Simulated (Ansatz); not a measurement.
**Reading a saddle point**

A first-order saddle point of GeH₅BrO, singlet, PBE0-D4/def2-TZVP, with one imaginary mode of 131i cm⁻¹:

Ge1  (-0.398, -0.042, -0.760)
O2  (0.035, -0.410, 1.210)
H3  (0.145, -1.159, -1.643)
H4  (-1.839, -0.447, -0.326)
H5  (-0.525, 1.383, -1.298)
H6  (0.953, -0.012, 1.251)
Br7  (2.188, 0.688, -0.286)
H8  (-0.559, -0.001, 1.852)
(Å)

Program: Ansatz 0.2.0. Basis: def2-TZVPP and def2-QZVPP. Cores are frozen in the correlated methods. Filled d shells of the heavier atoms are correlated. The def2 sets are not built for correlating such inner shells, so the correlated values are less sure here. Extrapolation: Hartree–Fock as exp(−7.88 √X), correlation as X^−2.97.

Question: Which contacts change along the imaginary mode, and what lies on either side? (A judgement: the text doesn't fix the answer.)

Answer: By the calculation: The step is GeH₄O ([OH][GeH3]) + HBr → GeH₃Br ([GeH3][Br]) + H₂O, with the molecules in contact on both sides. Shortening one way: Ge1–Br7, O2–H6; lengthening the same way: Ge1–O2, H6–Br7.
```csv
pair,one side (Å),saddle (Å),other side (Å)
Ge1–Br7,4.31,2.73,2.33
O2–H6,1.74,1.00,0.96
Ge1–O2,1.80,2.05,3.27
H6–Br7,1.46,2.09,2.70
```

Question: Which side is lower, and how far does the saddle lie above each? (Judge from chemistry; the value comes from the calculation.)

Answer: The calculation gives: The side with Ge1–Br7, O2–H6 short is lower by 54.6 kJ/mol; the saddle lies 107.8 kJ/mol above it and 53.2 kJ/mol above the other (CCSD(T) at an estimated basis limit (MP2 extrapolated from triple and quadruple zeta, plus CCSD(T) − MP2 in triple zeta); electronic energies).

No T1 diagnostic of these runs exceeds 0.011.

Labels in which every atom is bracketed show which atoms are joined, not bond orders.

For scale, one of the runs: CCSD(T)/def2-TZVPP, 197 basis functions (an equivalent command: `ansatz run in.yaml --threads 4`). The run took 100 s on 4 CPU threads (shared host), with 2.5 GiB of host memory at its peak.
